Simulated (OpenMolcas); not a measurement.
Pt2+ among 6 point charges of -1.5 e arranged as a trigonal prism (D3h), with a polar angle of 44.7° against the regular 49.1°.

```
Program             : OpenMolcas 26.06
Method              : CASSCF
Basis               : ANO-RCC-VDZP [7s6p4d2f]
Scalar Hamiltonian  : DKH2, point nucleus
Active space        : 8 electrons in 5 orbitals (5d)
State averaging     : 2S+1 = 3 even, 10 roots; 2S+1 = 1 even, 15 roots
Spin-orbit coupling : RASSI with atomic mean-field integrals over the reference wave functions
```

All point charges move together. At R = 2.09 Å the first state of the same spin is 6997 cm-1, and at R = 2.18 Å it is 5720 cm-1.

Q: A third run gives 9802 cm-1. What distance was it run at?

A: With a power law R^-n the two known points give n = -ln(5720 / 6997) / ln(2.18 / 2.09) = 4.78. Then R = 2.09 × (6997 / 9802)^(1/4.78) = 1.948 Å. The run was at 1.94 Å, so the estimate is off by +0.008 Å.

Without dynamic correlation the repulsion within the d shell is too large (B by tens of per cent), so at a given field states of lower spin stand too high. Real 4d8 and 5d8 ions are as a rule square planar and diamagnetic. Spin-orbit coupling mixes the spin-free states strongly: the lowest level takes only 70 % from its leading state, 3A2 (holds for R = 2.18). Point charges carry no covalency, so the field is a model and not that of real ligands. No measured value stands beside these numbers.
